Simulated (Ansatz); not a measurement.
Basis-set extrapolation for C₃H₇AlS (PBE0-D4/def2-TZVP geometry, frozen core, Ansatz). Multiplicity 1, RHF reference.

```csv
,def2-TZVPP,def2-QZVPP
HF,-757.120668,-757.144199
MP2 correlation,-0.778793,-0.832542
CCSD(T) correlation,-0.866049,not run
```

Energies in hartree. Use E(X) = E(∞) + A·exp(−7.88·√X) for Hartree–Fock and E(X) = E(∞) + B·X^(−2.97) for correlation, with X = 3 and 4, and add CCSD(T) minus MP2 of the smaller set to the MP2 limit.

Task: What is the CCSD(T) energy at the basis-set limit?

Result: HF limit: -757.144199 + (-0.023531) × 0.13774 = -757.14744. MP2 limit: -0.832542 + (-0.053749) × 0.74074 = -0.87236. Higher-order term: -0.866049 − (-0.778793) = -0.08726. Total: -758.10706 hartree, 316.0 kJ/mol below CCSD(T)/def2-TZVPP.
